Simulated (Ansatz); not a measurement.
Program: Ansatz. Geometries: PBE0-D4/def2-TZVP. ΔE: electronic, gas phase. CCSD(T)/CBS adds triple-zeta CCSD(T) − MP2 to the extrapolated MP2 energy (def2 sets, frozen cores). This one scheme is used for every species. DFT in def2-TZVPP. B3LYP here is the variant with VWN-RPA as its local correlation; programs differ in this. For Br, Ge outer-core shells are correlated without core-valence functions, which leaves a few kJ/mol of doubt a bond. Scalar relativity is left out up to krypton. Each species was taken in one conformer, which may not be the lowest.

Reaction (ligand exchange at a Ge–O bond): `[OH][Ge][Br]` + NH₃ → `[NH2][Ge][Br]` + H₂O

```tsv
level	ΔE (kJ/mol)	difference from CCSD(T)/CBS
PBE-D4	23.1	6.1
B97M-V	28.3	11.3
B3LYP-D4	23.4	6.4
r2SCANh-D4	21.3	4.3
BHLYP-D4	21.0	4.0
ωB97M-V	22.7	5.7
B2PLYP	23.9	6.9
PBE	24.7	7.7
BLYP	29.9	12.9
B3LYP	26.0	9.0
BHLYP	23.3	6.3
CAM-B3LYP	25.0	8.0
RPA@PBE/def2-TZVPP	20.3	3.3
HF/def2-SVP	18.5	1.5
CCSD/def2-TZVPP	18.7	1.7
MP2/def2-QZVPP	16.8	-0.2
CCSD(T)/CBS	17.0	0
```

Largest T1 diagnostic among the species: 0.013.

Leaving LDA and LC-ωPBE aside and taking each functional with its dispersion term where it has one, the values, not all of them listed here, spread over 10.3 kJ/mol, from PBE-QIDH to B97M-V. LDA lies −6.1 kJ/mol from PBE without D4. In def2-TZVPP, CCSD(T) changes the Hartree–Fock value by −3.8 kJ/mol (the triples alone add +0.3 kJ/mol) and MP2 by −4.8 kJ/mol.
